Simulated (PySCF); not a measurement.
A species of formula C3H10Si has this rotational fingerprint, computed with PySCF 2.14.0, PBE0-D3(BJ)/def2-SVP geometry optimisation, gas phase:

```
Rotational constants : A = 7384, B = 4112, C = 2969 MHz
Dipole components    : |μa| = 0.82 D, |μb| = 0.00 D, |μc| = 0.24 D
Inertial defect      : -21.13 u·Å²
κ                    : -0.48
```

Question: Which structure is it? (One computed conformer of each.)
A. SiH2MeEt, `[H][Si]([H])(C)CC`
B. `[CH3:1][CH2:2][CH2:3][SiH3:4]` with C1–C2–C3–Si4 -179°
C. `CC(C)[SiH3]`
D. SiHMe3, `[H][Si](C)(C)C`
E. `C[SiH](C)C` (trimethylsilane)

Answer: C. It is CC(C)[SiH3], an asymmetric top, point group Cs. The candidates at the same level (rigid rotor, commonest isotopes):

| SMILES | A (MHz) | B (MHz) | C (MHz) | μa (D) | μb (D) | μc (D) | Δ (u·Å²) | point group | rotor |
| --- | --- | --- | --- | --- | --- | --- | --- | --- | --- |
| CC(C)[SiH3] | 7384 | 4112 | 2969 | 0.82 | 0.00 | 0.24 | -21.13 | Cs | asymmetric top |
| [H][Si](C)(C)C | 5280 | 5272 | 3122 | 0.00 | 0.00 | 0.61 | -29.68 | – | – |
| CCC[SiH3] | 20174 | 2235 | 2143 | 0.83 | 0.26 | 0.00 | -15.34 | Cs | near-prolate asymmetric top |
| C[SiH](C)C | 5282 | 5272 | 3122 | 0.00 | 0.00 | 0.60 | -29.64 | C3v | oblate symmetric top |
| [H][Si]([H])(C)CC | 14966 | 2674 | 2437 | 0.06 | 0.83 | 0.00 | -15.37 | – | near-prolate asymmetric top |

`[H][Si](C)(C)C` has A 28 % too low; `C[SiH](C)C` has A 28 % too low; `CCC[SiH3]` has A 173 % too high; `[H][Si]([H])(C)CC` has A 103 % too high. In the right answer the mirror of this Cs structure is the ac plane, so μb vanishes by symmetry. No structure here is proved a minimum.
